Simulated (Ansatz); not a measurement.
`CC1OB1N` → `[CH2]` (triplet) + `NB1CO1`  (formal loss of a carbene)

Gas-phase electronic energies from Ansatz, PBE0-D4/def2-TZVP geometries. CCSD(T)/CBS is the MP2 limit (def2-TZVPP, def2-QZVPP) plus CCSD(T) − MP2 in def2-TZVPP, frozen cores. This one scheme is used for every species. Functionals use def2-TZVPP. B3LYP here is the variant with VWN-RPA as its local correlation; programs differ in this. Triplets are unrestricted, without spin–orbit coupling. One conformer a species, not always the lowest.

Is it downhill or uphill in electronic energy at CCSD(T)/CBS, and by how much? (An estimate is asked.)

Computed: Uphill: ΔE = +4.65 eV.

What do these levels give: PBE0-D4, B3LYP-D4, r2SCAN, SCS-MP2/def2-TZVPP, HF/CBS(def2), CCSD/CBS(def2)? (Best estimate.)

The calculation gave: PBE0-D4 4.63, B3LYP-D4 4.57, r2SCAN 4.41, SCS-MP2/def2-TZVPP 4.67, HF/CBS(def2) 3.12, CCSD/CBS(def2) 4.53 eV.

Largest T1 diagnostic among the species: 0.013.

The D4 term adds +0.09 eV with B3LYP and +0.05 eV with PBE0; it sums over pairs of atoms, weighted by their polarisabilities, and B3LYP, whose exchange is more repulsive, gets the larger term. From PBE to PBE0 (25 % exact exchange), in def2-TZVPP and without D4, ΔE moves by −0.08 eV.
